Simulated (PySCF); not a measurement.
Task: What does the PBE0-D3(BJ)/def2-SVP structure of `[NH3]->[Hf](<-[NH3])([F])([F])([F])[F]` (cis-Hf(NH3)2F4) look like in three dimensions? (Singlet state.)

Result: 
```xyz
13
F4H6HfN2 angstrom
Hf    -0.686    0.000   -0.683
N     -0.878   -0.012    1.748
H     -0.491    0.810    2.211
H     -0.507   -0.847    2.200
H     -1.885   -0.003    1.919
F     -0.527    0.008   -2.613
N      1.743   -0.004   -0.892
H      1.916   -0.113   -1.893
H      2.226   -0.767   -0.421
H      2.171    0.878   -0.610
F     -2.615    0.008   -0.509
F     -0.207    1.837   -0.206
F     -0.226   -1.846   -0.228
```

Orientation and origin are arbitrary. Atoms count from 1 in this order. The F–Hf distances run from 1.936 Å (Hf1–F6) to 1.957 Å (Hf1–F12), a spread of 0.021 Å. Hf1 (hafnium bonded to 4 F and 2 N) has the three widest angles are 179.8°, 179.7° and 140.5°, the others run from 77.2° to 102.6°. N2 (nitrogen bonded to Hf and 3 H) is distorted tetrahedral (angles from 104.1° to 114.7°).

Bonds between heavy atoms (Å): Hf1–N2 2.439, Hf1–F6 1.936, Hf1–N7 2.438, Hf1–F11 1.937, Hf1–F12 1.957, Hf1–F13 1.956.

Theory: PBE0-D3(BJ)/def2-SVP geometry optimisation, gas phase, def2 core potentials past Kr in PySCF.

Point group: near C2v, missed by 0.22 Å at most; the miss may be what the optimiser left on a soft mode. PBE0-D3(BJ)/def2-SVP frequencies: not computed here.
